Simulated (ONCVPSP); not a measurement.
**What one change does to a pseudopotential (K, ONCV)**

ONCVPSP 4.0.1 input, shortened (lines: element, Z, core and valence counts, functional; n l f; lmax; l rc ep ncon nbas qcut; lloc lpopt rc5 dvloc0; l nproj debl; icmod fcfact rcfact), LDA (Perdew-Wang 92), scalar-relativistic:

```
  K 19.00    3    3  -001012      upf
    1    0    2.00
    2    0    2.00
    2    1    6.00
    3    0    2.00
    3    1    6.00
    4    0    0.50
    2
    0    2.50    0.00    4    7    5.70
    1    2.00    0.00    3    7    7.10
    2    2.15    0.13    4    7    5.30
    4    5    1.95    0.00
    0    2    1.80
    1    3    3.30
    2    2    1.80
    0    0.00    0.00
```

In the d channel the program set the typed energies aside and used 0.050, 1.850 Ha.

All-electron outer shells of the reference configuration (LDA (PZ), scalar-relativistic, ld1.x):

| shell | level (eV) | outermost node (bohr) | outermost maximum (bohr) |
| --- | --- | --- | --- |
| 3s | -38.06 | 0.48 | 1.07 |
| 3p | -21.70 | 0.45 | 1.15 |
| 4s | -4.43 | 1.58 | 3.78 |

Change: all radii scaled by about 1.30 (s 3.26, p 2.60, d 2.80 bohr); local potential polynomial inside 2.54 bohr (lpopt 5, dvloc0 0 Ha).

Cutoffs: the cutoffs (Ha) at which the residual kinetic energy of the hardest occupied pseudo-wave falls to 1 and 0.1 mHa per electron; they do not see the model core or the augmentation charge, which bear on the density cutoff. Errors are all-electron minus pseudo energies relative to the spin-unpolarised reference configuration.

Problem. How do hardness, ghosts and transferability respond?

Solution. The potential gets softer (13 Ha and 16 Ha → 11 Ha and 14 Ha); of the 4 tests that both files solve, the error grows in 2 and shrinks in 0 by more than 15 % and 0.3 meV (median size 0.1 → 0.4 meV); neither file shows a bound ghost. A larger radius leaves more room for a smooth pseudo-wave, so fewer plane waves are needed.

| quantity | base | changed |
| --- | --- | --- |
| cutoff, loose | 13 Ha | 11 Ha |
| cutoff, tight | 16 Ha | 14 Ha |
| loose cutoff by channel | s 4.7 Ha, p 13 Ha | s 5.3 Ha, p 11 Ha |
| bound ghosts | none | none |
| GHOST(+) flags under 300 eV | none | none |
| error for 3s2 3p6 4s1, meV [ΔE -1.71 eV] | 0.0 | 0.0 |
| error for 3s2 3p6 4s0, meV [ΔE 2.70 eV] | -0.1 | -0.1 |
| error for 3s2 3p6 4s0 4p1, meV [ΔE -0.08 eV] | +0.2 | +0.7 |
| error for 3s2 3p6 3d1 4s0, meV [ΔE 0.80 eV] | -0.4 | -1.0 |

Base: The cutoffs count occupied waves only; projector 2 of the d channel, the hardest unoccupied one, needs 41 Ha at the loose tolerance.
